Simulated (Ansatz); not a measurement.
`[OH][SnH]([F])[O][SiH3]` + HCl → `[F][SnH]([Cl])[O][SiH3]` + H₂O at 700 K and 1 bar (ligand exchange at the Sn–O bond).

Gas-phase electronic energies from Ansatz, PBE0-D4/def2-TZVP geometries. CCSD(T)/CBS is the MP2 limit (def2-TZVPP, def2-QZVPP) plus CCSD(T) − MP2 in def2-TZVPP, frozen cores. This one scheme is used for every species. def2 core potentials past Kr. For Sn outer-core shells are correlated without core-valence functions, which leaves a few kJ/mol of doubt a bond. One conformer a species, not always the lowest.

```json
{"species": "`[OH][SnH]([F])[O][SiH3]`", "CCSD(T)/CBS energy (Eh)": "-756.36118", "H − E (kJ/mol)": "224.8", "S (J/(mol·K))": "543.4"}
{"species": "HCl", "CCSD(T)/CBS energy (Eh)": "-460.38127", "H − E (kJ/mol)": "38.4", "S (J/(mol·K))": "211.8"}
{"species": "`[F][SnH]([Cl])[O][SiH3]`", "CCSD(T)/CBS energy (Eh)": "-1140.38645", "H − E (kJ/mol)": "187.9", "S (J/(mol·K))": "537.6"}
{"species": "H₂O", "CCSD(T)/CBS energy (Eh)": "-76.37941", "H − E (kJ/mol)": "80.5", "S (J/(mol·K))": "218.4"}
```

H − E and S are ideal-gas, rigid-rotor, harmonic terms from PBE0-D4/def2-TZVP, for one conformer and one mirror image of each species. 1 Eh = 2625.50 kJ/mol, R = 8.31446 J/(mol·K).

Q: By hand: ΔE, ΔH, ΔS and ΔG.

A: ΔE = (-1140.38645) + (-76.37941) − (-756.36118) − (-460.38127) = -0.02341 Eh = -61.5 kJ/mol. Δ(H − E) = 187.9 + 80.5 − 224.8 − 38.4 = 5.2, so ΔH = -56.3 kJ/mol. ΔS = 537.6 + 218.4 − 543.4 − 211.8 = 0.8 J/(mol·K). ΔG = -56.3 − 700 × (0.8)/1000 = -56.9 kJ/mol.

Q: By hand: the equilibrium constant, and the temperature at which ΔG would vanish if ΔH and ΔS stayed fixed.

A: log₁₀ K = −ΔG/(RT ln 10) = 4.2. ΔH and −TΔS have one sign here, so there is no such temperature. One of them is within its doubt of zero, so this could turn.

The number of gas molecules stays the same, so ΔS is small and ΔH decides. A doubt of 5 kJ/mol in ΔE shifts log₁₀ K by 0.4 here. Other conformers and mirror images would add mixing entropy, several J/(mol·K) or more a flexible species. Modes under 60 cm⁻¹, often nearly free rotors, make the harmonic entropy too high. These are equilibria of isolated gas molecules and say nothing of rates. Largest T1 diagnostic: 0.014 (customary marks: 0.02 for closed shells, 0.045 for open ones).
